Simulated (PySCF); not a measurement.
Predicted microwave data (PBE0/def2-SVPD in PySCF (dipole) on a GFN2-xTB geometry, gas phase) for one isomer of C5H8OSi:

```
Rotational constants : A = 5906, B = 811.3, C = 730.7 MHz
Dipole components    : |μa| = 1.20 D, |μb| = 1.00 D, |μc| = 0.64 D
Inertial defect      : -16.90 u·Å²
κ                    : -0.97
```

Problem. Which structure is it? (One computed conformer of each.)
A. `[CH3:1][C:2]#[C:3]/[CH:4]=[CH:5]\[O:6][SiH3:7]` with C4–C5–O6–Si7 -1°
B. `[CH3:1][O:2][C:3]1=[CH:4][SiH2:5][CH:6]=[CH:7]1` with C1–O2–C3–C4 0°
C. `[CH3:1][SiH2:2][CH2:3][C:4]#[C:5][CH:6]=[O:7]` with C1–Si2–C3–C4 60°
D. `[CH2:1]=[CH:2][C:3]#[C:4][SiH2:5][O:6][CH3:7]` with C4–Si5–O6–C7 -57°

Solution. D. It is C=CC#C[SiH2]OC, a near-prolate asymmetric top, point group C1. The candidates at the same level (rigid rotor, commonest isotopes):

```json
{"SMILES": "C=CC#C[SiH2]OC", "A (MHz)": "5906", "B (MHz)": "811.3", "C (MHz)": "730.7", "μa (D)": "1.20", "μb (D)": "1.00", "μc (D)": "0.64", "Δ (u·Å²)": "-16.90", "point group": "C1", "rotor": "near-prolate asymmetric top"}
{"SMILES": "CC#C/C=C\\O[SiH3]", "A (MHz)": "3170", "B (MHz)": "1440", "C (MHz)": "1008", "μa (D)": "1.04", "μb (D)": "0.40", "μc (D)": "0.01", "Δ (u·Å²)": "-8.98", "point group": "–", "rotor": "asymmetric top"}
{"SMILES": "COC1=C[SiH2]C=C1", "A (MHz)": "5188", "B (MHz)": "1486", "C (MHz)": "1180", "μa (D)": "0.86", "μb (D)": "0.65", "μc (D)": "0.00", "Δ (u·Å²)": "-9.11", "point group": "Cs", "rotor": "asymmetric top"}
{"SMILES": "C[SiH2]CC#CC=O", "A (MHz)": "4354", "B (MHz)": "899.9", "C (MHz)": "792.4", "μa (D)": "3.70", "μb (D)": "1.68", "μc (D)": "0.44", "Δ (u·Å²)": "-39.87", "point group": "C1", "rotor": "near-prolate asymmetric top"}
```

`C[SiH2]CC#CC=O` has A 26 % too low; `COC1=C[SiH2]C=C1` has B 83 % too high; `CC#C/C=C\O[SiH3]` has B 78 % too high. No structure here is proved a minimum.
